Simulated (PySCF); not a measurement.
Job file and geometry (Å, from GFN2-xTB) of an NMR shielding run on `CP1CCC[C@H]1C(F)(F)F`, C6H10F3P, PySCF, GIAO PBE0/pcSseg-1 NMR shielding, non-relativistic, gas phase; density fitting, a coarse starting grid and PySCF grid level 2 are the driver's defaults:

```
$ OMP_NUM_THREADS=1 python probes_run.py task.json out

{"job": {"kind": "nmr", "xc": "PBE0", "basis": "pcSseg-1"}, "charge": 0, "multiplicity": 1}
C      2.011272    -1.316065     0.477010
P      0.883394    -0.682278    -0.847488
C      1.124458     1.155908    -0.581866
C     -0.217006     1.733620    -0.139188
C     -0.837576     0.726547     0.825007
C     -0.698290    -0.660392     0.192610
C     -1.846561    -0.989171    -0.730840
F     -1.948844    -0.157075    -1.776771
F     -3.043139    -0.958714    -0.111703
F     -1.723884    -2.225027    -1.242707
H      1.835586    -0.821747     1.431191
H      3.038250    -1.143655     0.160716
H      1.862827    -2.389105     0.584353
H      1.471502     1.619305    -1.505839
H      1.888861     1.307300     0.183445
H     -0.085534     2.704738     0.339526
H     -0.866820     1.868429    -1.004062
H     -1.883064     0.957835     1.034763
H     -0.290980     0.740368     1.769600
H     -0.679599    -1.460142     0.939207
```

**Question.** Write the output of this run.

**Answer.** 
```
coarse grid: 17600 points
cycle   1  E = -874.5786643251  dE =  1.386e+00  |g| = 9.155e-01  |ddm| = 3.994e+00
cycle   2  E = -874.4512215545  dE =  1.274e-01  |g| = 1.312e+00  |ddm| = 1.186e+00
cycle   3  E = -874.7287829469  dE = -2.776e-01  |g| = 7.324e-02  |ddm| = 7.168e-01
cycle   4  E = -874.7295967944  dE = -8.138e-04  |g| = 4.311e-02  |ddm| = 1.068e-01
cycle   5  E = -874.7300130726  dE = -4.163e-04  |g| = 8.853e-03  |ddm| = 4.676e-02
cycle   6  E = -874.7300324685  dE = -1.940e-05  |g| = 1.809e-03  |ddm| = 1.321e-02
cycle   7  E = -874.7300332055  dE = -7.370e-07  |g| = 5.213e-04  |ddm| = 2.299e-03
final grid: 167712 points
cycle   8  E = -874.8106489194  dE = -6.339e-05  |g| = 1.002e-02  |ddm| = 3.692e-02
cycle   9  E = -874.8106333419  dE =  1.558e-05  |g| = 1.325e-02  |ddm| = 1.854e-02
cycle  10  E = -874.8106730691  dE = -3.973e-05  |g| = 9.753e-04  |ddm| = 1.093e-02
cycle  11  E = -874.8106732341  dE = -1.650e-07  |g| = 3.250e-04  |ddm| = 1.094e-03
cycle  12  E = -874.8106732535  dE = -1.943e-08  |g| = 9.376e-05  |ddm| = 3.158e-04
cycle  13  E = -874.8106732556  dE = -2.095e-09  |g| = 1.954e-05  |ddm| = 1.310e-04
cycle  14  E = -874.8106732557  dE = -7.958e-11  |g| = 4.335e-06  |ddm| = 2.588e-05
converged SCF energy = -874.8106732557

GIAO shielding tensors (ppm)
atom      isotropic    diamagn.    paramagn.     s11        s22        s33       span
  0 C      168.880     253.458     -84.578    153.079    168.202    185.359     32.280
  1 P      361.136     966.071    -604.934    267.037    365.587    450.784    183.748
  2 C      153.035     253.300    -100.265    128.301    157.608    173.196     44.895
  3 C      154.388     248.385     -93.997    121.303    166.619    175.243     53.940
  4 C      156.444     247.597     -91.153    129.529    164.206    175.597     46.068
  5 C      133.220     255.513    -122.293    118.479    130.470    150.711     32.232
  6 C       48.911     244.729    -195.818     39.873     46.693     60.166     20.294
  7 F      258.747     476.071    -217.325    183.302    258.903    334.035    150.733
  8 F      256.181     472.723    -216.541    164.115    255.840    348.590    184.475
  9 F      244.961     472.906    -227.945    160.463    235.048    339.373    178.910
 10 H       30.654      32.364      -1.710     25.462     30.386     36.114     10.652
 11 H       30.665      29.720       0.945     25.926     27.456     38.613     12.687
 12 H       30.541      30.256       0.285     25.417     27.646     38.559     13.142
 13 H       29.450      30.640      -1.190     24.716     26.866     36.767     12.051
 14 H       30.596      32.219      -1.623     25.517     29.155     37.115     11.598
 15 H       29.624      29.784      -0.159     23.866     26.951     38.056     14.189
 16 H       29.711      31.021      -1.310     25.332     28.187     35.614     10.282
 17 H       29.369      30.592      -1.223     23.862     28.235     36.011     12.150
 18 H       29.941      31.697      -1.756     25.630     27.161     37.033     11.403
 19 H       29.455      33.169      -3.714     25.961     28.705     33.700      7.739
```

Size and cost of the density-fitted run: 227 basis functions, about 2.8 core-minutes.
